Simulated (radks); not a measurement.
Values are calculated unless marked as measured or tabulated.
Q: Neutral manganese, configuration [Ar] 3d5 4s2 (the NIST ground configuration). Level of theory: Dirac Kohn-Sham, PBE, spin-unpolarised, spherical densities, point nucleus; open shells are shared between the two j in proportion to 2j + 1 (a radial shooting solver on a logarithmic mesh with Libxc functionals).

Spin-orbit splittings of the eigenvalues, e(l+1/2) - e(l-1/2), with zeta = 2 splitting/(2l+1) and mean radii in bohr:

shell  occ.  splitting (eV)  zeta (eV)  <r> j=l-1/2  <r> j=l+1/2
2p        6               ?          ?       0.2451       0.2480
3p        6           1.270     0.8469       0.8981       0.9072
3d        5          0.1180    0.04718        1.219        1.226

Estimate the 2p splitting.

A: 10.43 eV (zeta = 6.953 eV).
